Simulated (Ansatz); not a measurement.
Consider the formal exchange of groups at the Si–C bond: `C[SiH](C)[SiH2]Cl` + `CS(C)(=O)=O` → `C[SiH2][SiH2]Cl` + `CCS(C)(=O)=O`.

Isolated molecules relaxed with PBE0-D4/def2-TZVP in Ansatz; ΔE leaves out vibrations. CBS: MP2 limit from def2 TZ/QZ plus the TZ coupled-cluster correction, frozen cores. This one scheme is used for every species. DFT in def2-TZVPP. B3LYP here is the variant with VWN-RPA as its local correlation; programs differ in this. One conformer a species, not always the lowest.

| level | ΔE (kJ/mol) | difference from CCSD(T)/CBS |
| --- | --- | --- |
| PBE-D4 | 39.7 | 1.0 |
| r2SCAN-D4 | 42.1 | 3.4 |
| PBE0-D4 | 39.8 | 1.1 |
| B3LYP-D4 | 39.3 | 0.6 |
| ωB97X-V | 37.5 | -1.2 |
| ωB97M-V | 40.5 | 1.8 |
| B2PLYP | 39.2 | 0.5 |
| PBE | 39.7 | 1.0 |
| r2SCAN | 42.1 | 3.4 |
| PBE0 | 39.6 | 0.9 |
| B3LYP | 39.2 | 0.5 |
| HF/def2-TZVPP | 36.1 | -2.6 |
| MP2/def2-TZVPP | 39.9 | 1.2 |
| SCS-MP2/def2-TZVPP | 37.5 | -1.2 |
| CCSD/def2-TZVPP | 37.1 | -1.6 |
| CCSD(T)/def2-TZVPP | 37.1 | -1.6 |
| HF/def2-QZVPP | 36.3 | -2.4 |
| MP2/def2-QZVPP | 40.9 | 2.2 |
| SCS-MP2/def2-QZVPP | 38.5 | -0.2 |
| HF/CBS(def2) | 36.3 | -2.4 |
| MP2/CBS(def2) | 41.5 | 2.8 |
| CCSD/CBS(def2) | 38.7 | 0.0 |
| CCSD(T)/CBS | 38.7 | 0 |

Largest T1 diagnostic among the species: 0.015.
